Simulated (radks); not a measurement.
Ge VIII, configuration [Ar] 3d7. All-electron calculation, Dirac Kohn-Sham, BLYP, spin-unpolarised, spherical densities, finite nucleus; open shells fill j = l - 1/2 first; Fermi nuclear charge, rms radius 4.0742 fm. Program: a radial shooting solver on a logarithmic mesh with Libxc functionals.

Spin-orbit splittings of the eigenvalues, e(l+1/2) - e(l-1/2), with zeta = 2 splitting/(2l+1) and mean radii in bohr:

| shell | occ. | splitting (eV) | zeta (eV) | <r> j=l-1/2 | <r> j=l+1/2 |
|---|---|---|---|---|---|
| 2p | 6 | 31.90 | 21.27 | 0.1812 | 0.1848 |
| 3p | 6 | 4.686 | 3.124 | 0.6120 | 0.6209 |
| 3d | 7 | 0.7374 | 0.2950 | 0.6291 | 0.6321 |
| 4p | 0 | 0.8404 | 0.5603 | 1.593 | 1.608 |
